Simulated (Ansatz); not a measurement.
The cluster Ga2F4 (the lowest singlet isomer of a short search). Charge 0, multiplicity 1. Geometry r2SCAN-D4/def2-SVP, basis def2-TZVP, Ansatz.

```xyz
6

Ga    0.0396    0.7310    0.9532
Ga   -0.0407   -0.7312   -0.9539
F     1.1228   -1.9975   -1.2420
F     0.9050    2.2448    0.9614
F    -1.2731   -0.6211   -2.1831
F    -0.7536    0.3739    2.4644
```

```
run  HOMO (eV)  LUMO (eV)
  A     -11.25      -1.81
  B     -12.05      -0.71
  C      -8.45      -3.24
  D      -9.90      -2.47
  E     -12.15      -0.49
  F      -8.82      -3.03
```

The structure comes from a short search, and lower isomers may exist.

The runs used BHLYP, PBE, PBE0, r2SCAN, ωB97M-V, ωB97X-V. Estimate which is which.

A BHLYP (50 % exact exchange); B ωB97M-V (range-separated); C PBE (0 % exact exchange); D PBE0 (25 % exact exchange); E ωB97X-V (range-separated); F r2SCAN (0 % exact exchange). Exact exchange lowers occupied and raises empty levels; among semilocal functionals meta-GGAs tend to open the gap a little, and such runs are hard to tell apart. The gap grows from 5.21 eV (PBE) to 11.66 eV (ωB97X-V).
